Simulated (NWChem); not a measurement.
Everything below was run with NWChem. System: H$_{6}$Al$_{2}$O$_{2}$, charge 0, spin multiplicity 1, at a geometry optimised with PBE/def2-SVP. The structure started from a generated list of species. Level: RHF/def2-TZVP.

Job file:

```
start mol
memory heap 200 mb stack 900 mb global 1100 mb
geometry units angstroms nocenter noautoz
  Al     0.000000     0.000000    -1.439844
  Al     0.000000     0.000000     1.439844
  O      0.068127    -1.224973     0.000000
  H     -0.422672    -2.064420     0.000000
  H     -1.392543    -0.185338    -2.204352
  H      1.392543     0.185338    -2.204352
  O     -0.068127     1.224973     0.000000
  H      0.422672     2.064420     0.000000
  H     -1.392543    -0.185338     2.204352
  H      1.392543     0.185338     2.204352
  symmetry group C2h
end
basis spherical
  * library def2-tzvp
end
scf
  rhf
  nopen 0
  maxiter 100
  thresh 1e-7
  semidirect memsize 60000000 filesize 0
end
task scf energy
```

Part of the output:

```
             Northwest Computational Chemistry Package (NWChem) 7.3.0
             --------------------------------------------------------

                                NWChem Input Module
                                -------------------

 Scaling coordinates for geometry "geometry" by  1.889725989
 (inverse scale =  0.529177249)

 Turning off AUTOSYM since
 SYMMETRY directive was detected!

                             Geometry "geometry" -> ""
                             -------------------------

 Output coordinates in angstroms (scale by  1.889725989 to convert to a.u.)

  No.       Tag          Charge          X              Y              Z
 ---- ---------------- ---------- -------------- -------------- --------------
    1 Al                  13.0000     0.00000000     0.00000000    -1.43984400
    2 Al                  13.0000     0.00000000     0.00000000     1.43984400
    3 O                    8.0000     0.06812700    -1.22497300     0.00000000
    4 H                    1.0000    -0.42267200    -2.06442000     0.00000000
    5 H                    1.0000    -1.39254300    -0.18533800    -2.20435200
    6 H                    1.0000     1.39254300     0.18533800    -2.20435200
    7 O                    8.0000    -0.06812700     1.22497300     0.00000000
    8 H                    1.0000     0.42267200     2.06442000     0.00000000
    9 H                    1.0000    -1.39254300    -0.18533800     2.20435200
   10 H                    1.0000     1.39254300     0.18533800     2.20435200

 Effective nuclear repulsion energy (a.u.)     221.4833020761

            Nuclear Dipole moment (a.u.)
            ----------------------------
        X                 Y               Z
 ---------------- ---------------- ----------------
    -0.0000000000    -0.0000000000     0.0000000000

      Symmetry information
      --------------------

 Group name             C2h
 Group number             21
 Group order               4
 No. of unique centers     4

      Symmetry unique atoms

     1    3    4    5


 Summary of "ao basis" -> "" (spherical)
 ------------------------------------------------------------------------------
       Tag                 Description            Shells   Functions and Types
 ---------------- ------------------------------  ------  ---------------------
 *                         def2-tzvp                  on all atoms

 Summary of "ao basis" -> "ao basis" (spherical)
 ------------------------------------------------------------------------------
       Tag                 Description            Shells   Functions and Types
 ---------------- ------------------------------  ------  ---------------------
 Al                        def2-tzvp                13       37   5s5p2d1f
 O                         def2-tzvp                11       31   5s3p2d1f
 H                         def2-tzvp                 4        6   3s1p

                                 NWChem SCF Module
                                 -----------------

  ao basis        = "ao basis"
  functions       =   172
  atoms           =    10
  closed shells   =    24
  open shells     =     0
  charge          =   0.00
  wavefunction    = RHF
  use symmetry    = T
  symmetry adapt  = T

 Summary of "ao basis" -> "ao basis" (spherical)
 ------------------------------------------------------------------------------
       Tag                 Description            Shells   Functions and Types
 ---------------- ------------------------------  ------  ---------------------
 Al                        def2-tzvp                13       37   5s5p2d1f
 O                         def2-tzvp                11       31   5s3p2d1f
 H                         def2-tzvp                 4        6   3s1p

      Symmetry analysis of basis
      --------------------------

        ag         51
        au         36
        bg         35
        bu         50

 Forming initial guess at       0.1s

      Superposition of Atomic Density Guess
      -------------------------------------

 Sum of atomic energies:        -636.31711746

      Non-variational initial energy
      ------------------------------

 Total energy =    -637.330002
 1-e energy   =   -1322.979793
 2-e energy   =     464.166489
 HOMO         =      -0.348387
 LUMO         =       0.003057

      Symmetry analysis of molecular orbitals - initial
      -------------------------------------------------

  Numbering of irreducible representations:

     1 ag          2 au          3 bg          4 bu

  Orbital symmetries:

     1 au          2 ag          3 ag          4 bu          5 ag
     6 au          7 ag          8 bu          9 bg         10 au
    11 bu         12 bg         13 ag         14 bu         15 ag
    16 au         17 bu         18 bg         19 ag         20 bu
    21 ag         22 au         23 bg         24 bu         25 bu
    26 ag         27 bg         28 ag         29 au         30 bu
    31 au         32 ag         33 bu         34 ag

 Starting SCF solution at       1.8s

 ----------------------------------------------
         Quadratically convergent ROHF

 Convergence threshold     :          1.000E-07
 Maximum no. of iterations :          100
 Final Fock-matrix accuracy:          1.000E-09
 ----------------------------------------------

              iter       energy          gnorm     gmax       time
             ----- ------------------- --------- --------- --------
                 1     -637.2161183397  1.22D+00  2.28D-01      2.0
                 2     -637.2956242018  3.64D-01  8.06D-02      2.4
                 3     -637.3078876402  1.74D-02  3.44D-03      3.0
                 4     -637.3079154032  9.26D-05  1.59D-05      3.9
                 5     -637.3079154043  6.92D-09  1.68D-09      5.5

       Final RHF  results
       ------------------

         Total SCF energy =   -637.307915404295
      One-electron energy =  -1326.565187825457
      Two-electron energy =    467.773970345066
 Nuclear repulsion energy =    221.483302076096

        Time for solution =      3.6s

       Symmetry analysis of molecular orbitals - final
       -----------------------------------------------

  Numbering of irreducible representations:

     1 ag          2 au          3 bg          4 bu

  Orbital symmetries:

     1 au          2 ag          3 bu          4 ag          5 ag
     6 au          7 bu          8 bg          9 ag         10 au
    11 bu         12 bg         13 ag         14 bu         15 ag
    16 bu         17 au         18 bg         19 bu         20 ag
    21 ag         22 au         23 bg         24 bu         25 bu
    26 ag         27 bg         28 ag         29 au         30 bu
    31 bu         32 ag         33 au         34 bg

             Final eigenvalues
             -----------------

              1
    1  -58.4737
    2  -58.4737
    3  -20.5971
    4  -20.5971
    5   -4.8852
    6   -4.8852
    7   -3.2010
    8   -3.2010
    9   -3.2007
   10   -3.2003
   11   -3.1992
   12   -3.1992
   13   -1.3773
   14   -1.3509
   15   -0.7790
   16   -0.6940
   17   -0.6575
   18   -0.6027
   19   -0.5723
   20   -0.5665
   21   -0.5014
   22   -0.4687
   23   -0.4175
   24   -0.4075
   25    0.0764
   26    0.1124
   27    0.1138
   28    0.1318
   29    0.1331
   30    0.1662
   31    0.2001
   32    0.2209
   33    0.2240
   34    0.2460

                       ROHF Final Molecular Orbital Analysis
                       -------------------------------------

 Vector   22  Occ=2.000000D+00  E=-4.686783D-01  Symmetry=au
              MO Center=  2.6D-16, -3.9D-16, -2.3D-15, r^2= 6.2D+00
   Bfn.  Coefficient  Atom+Function         Bfn.  Coefficient  Atom+Function
  ----- ------------  ---------------      ----- ------------  ---------------
     4      0.196467   1 Al s                41     -0.196467   2 Al s

 Vector   23  Occ=2.000000D+00  E=-4.175215D-01  Symmetry=bg
              MO Center= -3.2D-14,  3.0D-15,  9.4D-18, r^2= 6.9D+00
   Bfn.  Coefficient  Atom+Function         Bfn.  Coefficient  Atom+Function
  ----- ------------  ---------------      ----- ------------  ---------------
    15      0.214519   1 Al px               52     -0.214519   2 Al px
   113     -0.165789   5 H  s               119      0.165789   6 H  s
   162      0.165789   9 H  s               168     -0.165789  10 H  s

 Vector   24  Occ=2.000000D+00  E=-4.074858D-01  Symmetry=bu
              MO Center=  1.3D-14, -1.6D-14,  5.2D-15, r^2= 6.8D+00
   Bfn.  Coefficient  Atom+Function         Bfn.  Coefficient  Atom+Function
  ----- ------------  ---------------      ----- ------------  ---------------
    15      0.200322   1 Al px               52      0.200322   2 Al px
   113     -0.158529   5 H  s               119      0.158529   6 H  s
   162     -0.158529   9 H  s               168      0.158529  10 H  s

 Vector   25  Occ=0.000000D+00  E= 7.644081D-02  Symmetry=bu
              MO Center=  2.2D-14, -1.6D-13, -1.3D-14, r^2= 9.1D+00
   Bfn.  Coefficient  Atom+Function         Bfn.  Coefficient  Atom+Function
  ----- ------------  ---------------      ----- ------------  ---------------
    19      0.679625   1 Al py               56      0.679625   2 Al py
    79      0.566840   3 O  s               128     -0.566840   7 O  s
   108     -0.152212   4 H  s               157      0.152212   8 H  s

 Vector   26  Occ=0.000000D+00  E= 1.124281D-01  Symmetry=ag
              MO Center= -4.5D-15, -4.1D-15, -3.0D-17, r^2= 8.6D+00
   Bfn.  Coefficient  Atom+Function         Bfn.  Coefficient  Atom+Function
  ----- ------------  ---------------      ----- ------------  ---------------
    79      1.031440   3 O  s               128      1.031440   7 O  s
    20     -0.699018   1 Al pz               57      0.699018   2 Al pz
   108     -0.674093   4 H  s               157     -0.674093   8 H  s
   114     -0.213355   5 H  s               120     -0.213355   6 H  s
   163     -0.213355   9 H  s               169     -0.213355  10 H  s

 Vector   27  Occ=0.000000D+00  E= 1.138064D-01  Symmetry=bg
              MO Center= -1.7D-17,  2.0D-16,  1.7D-15, r^2= 1.1D+01
   Bfn.  Coefficient  Atom+Function         Bfn.  Coefficient  Atom+Function
  ----- ------------  ---------------      ----- ------------  ---------------
    19      1.196823   1 Al py               56     -1.196823   2 Al py
    88     -0.388074   3 O  pz              137      0.388074   7 O  pz
    27      0.175583   1 Al d -1             64      0.175583   2 Al d -1

 center of mass
 --------------
 x =   0.00000000 y =   0.00000000 z =   0.00000000

 moments of inertia (a.u.)
 ------------------
         672.052174622054          -0.462715772934           0.000000000000
          -0.462715772934         499.193136925128           0.000000000000
           0.000000000000           0.000000000000         232.324210247202

  Mulliken analysis of the total density
  --------------------------------------

    Atom       Charge   Shell Charges
 -----------   ------   -------------------------------------------------------
    1 Al  13    12.38   2.00  0.65  1.33  0.64  0.22  2.92  2.28  0.82  0.88  0.22  0.20  0.14  0.08
    2 Al  13    12.38   2.00  0.65  1.33  0.64  0.22  2.92  2.28  0.82  0.88  0.22  0.20  0.14  0.08
    3 O    8     8.66   0.79  1.18  0.54  0.97  0.24  1.87  2.15  0.91  0.00  0.01  0.00
    4 H    1     0.63   0.24  0.32  0.02  0.05
    5 H    1     1.16   0.23  0.57  0.36  0.01
    6 H    1     1.16   0.23  0.57  0.36  0.01
    7 O    8     8.66   0.79  1.18  0.54  0.97  0.24  1.87  2.15  0.91  0.00  0.01  0.00
    8 H    1     0.63   0.24  0.32  0.02  0.05
    9 H    1     1.16   0.23  0.57  0.36  0.01
   10 H    1     1.16   0.23  0.57  0.36  0.01

       Multipole analysis of the density wrt the origin
       ------------------------------------------------

     L   x y z        total         open         nuclear
     -   - - -        -----         ----         -------
     0   0 0 0     -0.000000      0.000000     48.000000

     1   1 0 0      0.000000      0.000000     -0.000000
     1   0 1 0     -0.000000      0.000000     -0.000000
     1   0 0 1     -0.000000      0.000000      0.000000

     2   2 0 0    -35.284635      0.000000     29.240831
     2   1 1 0      1.956983      0.000000      5.150367
     2   1 0 1      0.000000      0.000000      0.000000
     2   0 2 0    -20.718571      0.000000    116.666679
     2   0 1 1     -0.000000      0.000000      0.000000
     2   0 0 2    -36.286640      0.000000    261.896823

 Task  times  cpu:        5.5s     wall:        5.5s

 Total times  cpu:        5.5s     wall:        5.5s
```
